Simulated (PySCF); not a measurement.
Compound: C₄H₄ClP₃S.
Numbering: `[CH3:1][S:2][c:3]1[p:4][cH:5][p:6][c:7]([Cl:8])[p:9]1`

Definitions: NICS(0) = −σiso at the ring centroid; NICS(1) = −σiso and NICS(1)zz = −σzz at ±1 Å along the ring normal z. Level: GIAO PBE0/pcSseg-1 (PySCF, non-relativistic, gas phase) on the GFN2-xTB geometry, one conformer.

Ring bond lengths (Å), with Mayer bond orders in brackets: C3–P4 1.753 (1.17), P4–C5 1.726 (1.32), C5–P6 1.727 (1.32), P6–C7 1.744 (1.17), C7–P9 1.733 (1.28), P9–C3 1.758 (1.18).

Q: Give the NICS values of each ring in ppm.

A: 
```json
{"ring": "C3–P4–C5–P6–C7–P9", "type": "6-membered ring with 3 P; formal bonds all aromatic", "NICS(0)": "-5.7", "NICS(1), two faces": "-8.5 / -8.5", "NICS(1)zz, two faces": "-18.8 / -18.9", "rms pucker (Å)": "0.00", "centre to ring atoms, mean (Å)": "1.72"}
```

Q: What can be read from them?

A: 
- C3–P4–C5–P6–C7–P9: mean NICS(1)zz -18.8 ppm, shielded.

Q: How equal are the bonds by HOMA? HOMA = 1 − mean of α(R − Ropt)² over the ring bonds, with Krygowski's 1993 parameters (CP: Ropt 1.698 Å, α 118.91 Å⁻²).

A: 
- C3–P4–C5–P6–C7–P9: HOMA 0.77; the largest term is that of P9–C3, α(R − Ropt)² = 0.42.

Q: At the second NICS(1) probe listed for ring C3–P4–C5–P6–C7–P9, 1 Å off the ring, what do the in-plane components average?

A: The isotropic value is a third of the trace: (3 × -8.5 − (-18.9))/2 = -3.3 ppm.

Q: List the ring angles and the Hirshfeld charges of the ring atoms.

A: 
- C3–P4–C5–P6–C7–P9: C3 133.5° (-0.127 e), P4 105.1° (+0.105 e), C5 137.0° (-0.166 e), P6 102.9° (+0.101 e), C7 137.0° (-0.102 e), P9 104.5° (+0.096 e); sum 720.0° against 720° for a flat convex ring.

Conformer computed: `[CH3:1][S:2][c:3]1[p:4][cH:5][p:6][c:7]([Cl:8])[p:9]1`: C1–S2–C3–P4 0°.
